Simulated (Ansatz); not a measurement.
One change: `NBC1C=C1` becomes `IC1C=C1`.

Ansatz, PBE0-D4/def2-TZVP geometries, multiplicity 1. Each molecule was computed in one conformer, which needn't be the lowest.

Elements past krypton have def2 core potentials.

```tsv
property	`NBC1C=C1`
LUMO energy (PBE0/def2-TZVPP) / eV	-0.09
HOMO–LUMO gap (PBE/def2-TZVPP) / eV	4.54
HOMO–LUMO gap (ωB97M-V/def2-TZVPP) / eV	10.98
HOMO energy (PBE/def2-TZVPP) / eV	-5.64
HOMO energy (PBE0/def2-TZVPP) / eV	-6.81
LUMO energy (ωB97M-V/def2-TZVPP) / eV	1.91
```

Question: Give the same properties after the change, and the shifts. (An estimate is asked.)

Answer: The calculation gave: 
| property | `IC1C=C1` | shift |
| --- | --- | --- |
| LUMO energy (PBE0/def2-TZVPP) / eV | -0.70 | -0.61 |
| HOMO–LUMO gap (PBE/def2-TZVPP) / eV | 4.05 | -0.49 |
| HOMO–LUMO gap (ωB97M-V/def2-TZVPP) / eV | 10.48 | -0.50 |
| HOMO energy (PBE/def2-TZVPP) / eV | -5.83 | -0.19 |
| HOMO energy (PBE0/def2-TZVPP) / eV | -6.94 | -0.13 |
| LUMO energy (ωB97M-V/def2-TZVPP) / eV | 1.40 | -0.51 |

With PBE0 the HOMO falls by 0.13 eV and the LUMO falls by 0.61 eV, so the gap narrows by about 0.48 eV. PBE moves the HOMO by -0.19 eV and ωB97M-V by 0.00 eV. The zero-point energy changes by -106.2 kJ/mol with -12 modes.

Spin–orbit coupling is left out; it splits and shifts lone-pair levels of the heavy atoms by tenths of an eV.
